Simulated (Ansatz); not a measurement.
The cluster Ge2F5. The state is a doublet with charge 0. Geometry PBE0-D4/def2-SVPD, that of the charge -1 singlet; atoms count from 1.

```xyz
7

Ge   -1.6666   -0.7808   -0.9939
Ge    1.2961    0.4754    0.8735
F    -0.1703    0.3916   -0.5002
F    -0.6047   -2.2443   -1.0102
F     2.4900    0.9526   -0.4000
F     0.8344    2.1717    1.3006
F    -2.1789   -0.9662    0.7302
```

The structure comes from a short search, and lower isomers may exist.

(1) Estimate the Mulliken populations from the PBE0/def2-TZVPD orbitals of Ansatz.

(2) Where does the spin sit?

(3) And the Mayer bond orders between heavy atoms (over 0.3)?

Results:

(1) 
```tsv
atom	charge (e)	spin (α − β)
Ge1	0.85	0.33
Ge2	1.02	0.36
F3	-0.27	0.06
F4	-0.40	0.06
F5	-0.39	0.06
F6	-0.39	0.06
F7	-0.40	0.06
```
Mulliken values depend strongly on the basis. With diffuse functions, as here, like atoms can get unlike values, and bond orders can come out too low or too high.

(2) Summed by element: Ge 0.69, F 0.31, of 1 unpaired in all. Largest on single atoms: Ge2 0.36, Ge1 0.33, F6 0.06.

(3) Ge1–F4 0.74 (1.81 Å); Ge1–F7 0.74 (1.81 Å); Ge2–F5 0.77 (1.81 Å); Ge2–F6 0.77 (1.81 Å).
